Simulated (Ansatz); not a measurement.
Energy profile

The step: SiNH₅ ([NH2][SiH3]) + H₂O + NH₃ → SiNH₅O ([NH2][SiH2][OH]) + NH₃ + H₂; bonds formed: Si1–O7, H2–H8, H6–N9; bonds broken: Si1–H2, H6–O7, H8–N9 (atoms numbered as in the saddle structure below).

Si1  (-0.536, 0.057, -0.967)
H2  (-0.408, -1.409, -0.230)
H3  (0.306, -0.492, -2.087)
H4  (-2.022, -0.127, -1.022)
N5  (-0.404, 1.766, -1.577)
H6  (0.630, -0.205, 1.428)
O7  (0.120, 0.674, 0.572)
H8  (0.311, -1.724, 1.033)
N9  (0.815, -1.274, 1.851)
H10  (-0.143, 1.829, -2.550)
H11  (-1.211, 2.360, -1.435)
H12  (0.412, 1.571, 0.362)
H13  (1.785, -1.559, 1.893)
H14  (0.345, -1.468, 2.727)
(Å)

Electronic energies by CCSD(T) at an estimated basis limit (MP2 extrapolated from triple and quadruple zeta, plus CCSD(T) − MP2 in triple zeta), on PBE0-D4/def2-TZVP structures; SiN2H10O, singlet; no counterpoise correction. Ansatz 0.2.0; basis: def2-TZVPP and def2-QZVPP; cores frozen in the correlated methods. Extrapolation: Hartree–Fock as exp(−7.88 √X), correlation as X^−2.97.

Question: Give the profile in eV, counted from the separated reactants. (An estimate is asked for; the value comes from the calculation.)

Answer: Computed:
| point | eV |
| --- | --- |
| separated: SiNH5 (linked as [NH2][SiH3]; Si1, H2, H3, H4, N5, H10, H11; singlet) + H2O (H6, O7, H12; singlet) + NH3 (H8, N9, H13, H14; singlet) | 0.000 |
| start structure | -0.535 |
| saddle | 0.783 |
| end structure | -1.073 |
| separated: SiNH5O (linked as [NH2][SiH2][OH]; Si1, H3, H4, N5, O7, H10, H11, H12; singlet) + H2 (H2, H8; singlet) + NH3 (H6, N9, H13, H14; singlet) | -0.922 |

T1 diagnostic: at most 0.011.

For scale, one of the runs: CCSD(T)/def2-TZVPP, 275 basis functions, launched by `ansatz run in.yaml --threads 8 --pin off --events-out ev --progress --plain --max-ram 19148MiB`. The run took 83 s on 8 CPU threads of an Arm Neoverse V2 (shared host), with 7.7 GiB of host memory at its peak.
